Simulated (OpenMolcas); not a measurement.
V4+ (d1) in a complex was computed by SS-CASPT2, IPEA 0.25 Eh, imaginary shift 0.1 Eh with the d shell active (OpenMolcas, ANO-RCC-VDZP on the metal). Its lowest spin-free states, and all those of the highest spin:

```
2S+1  Degeneracy  E (cm-1)
   2           1         0
   2           2      3210
   2           2     18280
```

Task: Is the site octahedral, tetrahedral or cube-like, axial, or of lower symmetry?

Result: The states with 2S+1 = 2 have orbital degeneracies 1, 2, 2. There are pairs but no triples, so the site is axial: not cubic, but with a proper or improper axis of order three or more. The run had V4+ with 6 ligands (chloride) in trigonal prismatic coordination (D3h) at 2.34 Å, a polar angle of 46.6° against the regular 49.1°. A charge of +0.333 e stands 3.2 Å behind each ligand. Ligand basis ANO-RCC-VDZP.

Roots that are degenerate in the reference are averaged as groups; the widest CASPT2 spread within a group is 280 cm-1 (the 2-fold group of multiplicity 2 near 3210 cm-1 above the lowest state of its run). Shifts and gaps below about the spread of the groups concerned are not significant. Over all roots computed the reference weight is 0.63; a low but even weight reflects the number of correlated electrons. The least metal-like active orbital is 76 % on the metal (Löwdin) and no ligand orbital is active, so the numbers are rough. Ligand-to-metal charge-transfer states are missing. No measured value stands beside these numbers; the geometry is a model, was not optimised and need not be the one that this ion takes.
